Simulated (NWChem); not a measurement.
System: boron oxyfluoride (BOF); SMILES O=BF

```xyz
3

F      0.0000     0.0000    -1.2080
B      0.0000     0.0000     0.0862
O      0.0000     0.0000     1.3052
```
Atoms are numbered in this order, from 1.

All runs use the structure optimised with PBE-D3(BJ)/def2-SVP.

**Question.** List the 4 lowest vertical singlet excitations from CAM-B3LYP/def2-SVP, TDA (NWChem).

**Answer.** 
```
state  energy (eV)  oscillator strength  leading excitation (squared amplitude)
-----  -----------  -------------------  --------------------------------------
S1            8.26                0.064                    HOMO−1 → LUMO (0.77)
S2            8.26                0.064                      HOMO → LUMO (0.77)
S3            8.91                0.000                  HOMO−1 → LUMO+2 (0.49)
S4            9.18                0.000                  HOMO−1 → LUMO+2 (0.49)
```
